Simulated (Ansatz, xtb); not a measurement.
## Two structures of GeH5Si2

Structure I is a doublet given by its coordinates and structure II is `[SiH2]1[SiH2][GeH]1`, a doublet. Both are isolated molecules in the gas phase, relaxed with PBE0-D3(BJ)/def2-SVP.

I (Å):

```xyz
8

Ge    1.6070    0.2108   -0.5027
Si    2.7954   -1.5112    0.5165
Si    0.6161    0.8218    1.6562
H     3.4308   -2.6431   -0.2334
H     3.3400   -1.5281    1.9141
H     0.3656    2.2985    1.6949
H     1.4250    0.4616    2.8665
H    -0.7151    0.1406    1.7697
```

Close contacts (Å): Ge1–Si2 2.33, Ge1–Si3 2.45, Si2–H4 1.50, Si2–H5 1.50, Si3–H6 1.50, Si3–H7 1.50, Si3–H8 1.50.

II (Å):

```xyz
8

Ge   -0.1128   -0.2533    0.7923
Si    1.8599   -1.4135    1.4425
Si    1.8019    0.9952    1.4525
H     2.7033   -2.2068    0.5001
H     2.0123   -1.9013    2.8451
H     1.9308    1.4780    2.8592
H     2.6061    1.8361    0.5171
H     0.0662   -0.2430   -0.7646
```

Quicker runs give these differences E(II) − E(I): GFN2-xTB +0.424 eV; HF/STO-3G +0.348 eV (at GFN2-xTB geometries); r2SCAN-D4/def2-SVP −0.077 eV (at GFN2-xTB geometries).

Q: Estimate which is lower in electronic energy at CCSD(T)/def2-SVP, and by roughly how much.

A: Too close to call at this level: CCSD(T)/def2-SVP gives E(II) − E(I) = −0.041 eV.

Level by level:

| level | geometry | E(II) − E(I) (eV) | departure from the last row (eV) | job, with rough time for the two |
| --- | --- | --- | --- | --- |
| GFN2-xTB | GFN2-xTB | +0.424 | +0.465 | optimisation, 0.39 s |
| HF/STO-3G | GFN2-xTB | +0.348 | +0.389 | single point, 1.6 s |
| r2SCAN-D4/def2-SVP | GFN2-xTB | −0.077 | −0.037 | single point, 5.7 s |
| PBE0-D3(BJ)/def2-SVP | PBE0-D3(BJ)/def2-SVP | −0.154 | −0.113 | optimisation, 2.1 min |
| HF/def2-SVP | PBE0-D3(BJ)/def2-SVP | +0.227 | +0.268 | part of the CCSD(T) run |
| MP2/def2-SVP | PBE0-D3(BJ)/def2-SVP | −0.195 | −0.154 | part of the CCSD(T) run |
| CCSD(T)/def2-SVP | PBE0-D3(BJ)/def2-SVP | −0.041 |  | single point, 27 s |

The largest departure from CCSD(T)/def2-SVP is that of GFN2-xTB, 0.465 eV.

With harmonic frequencies from PBE0-D3(BJ)/def2-SVP (ideal gas, rigid rotor, one conformer each, 298.15 K, 1 atm): the zero-point term adds −0.008 eV; ΔH is −0.064 and ΔG −0.003 eV.

Open shells are spin-unrestricted, with notable spin contamination under HF/def2-SVP, MP2/def2-SVP, CCSD(T)/def2-SVP. The correlated steps freeze 19 core orbitals; the filled d shell of Ge is correlated, in a basis made for valence electrons. Mirror images aren't counted in ΔG. Programs: Ansatz 0.2.0, xtb 6.7.1; the last row on 2 threads of Intel(R) Xeon(R) Platinum 8259CL CPU @ 2.50GHz (Skylake/Cascade Lake) on a shared host.
